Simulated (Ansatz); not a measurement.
Consider the cleavage of the Si–Si bond: `C[SiH](F)[SiH2]O` + `N[SiH2][SiH3]` → `O[SiH2]N[SiH2][SiH3]` + `C[SiH2]F`.

Isolated molecules relaxed with PBE0-D4/def2-TZVP in Ansatz; ΔE leaves out vibrations. CCSD(T)/CBS is the MP2 limit (def2-TZVPP, def2-QZVPP) plus CCSD(T) − MP2 in def2-TZVPP, frozen cores. This one scheme is used for every species. Functionals use def2-TZVPP. B3LYP here is the variant with VWN-RPA as its local correlation; programs differ in this. One conformer a species, not always the lowest.

CCSD(T)/CBS gives -99.9 kJ/mol.

(1) Another level gave -93.9 kJ/mol. Which?
A. PBE/def2-TZVPP
B. ωB97X-V/def2-TZVPP
C. B3LYP/def2-TZVPP
D. CCSD/def2-TZVPP

Largest T1 diagnostic among the species: 0.012.

Answers

(1) B. ωB97X-V -93.9, CCSD/def2-TZVPP -101.4, B3LYP -88.4, PBE -73.6 kJ/mol.

From PBE to PBE0 (25 % exact exchange), in def2-TZVPP and without D4, ΔE moves by −8.3 kJ/mol. The D4 term adds −5.5 kJ/mol with B3LYP and −3.0 kJ/mol with PBE0; it sums over pairs of atoms, weighted by their polarisabilities, and B3LYP, whose exchange is more repulsive, gets the larger term.

CCSD(T)/CBS has its own doubt, a few kJ/mol and more with outer-core shells, so smaller differences from it don't rank the levels.
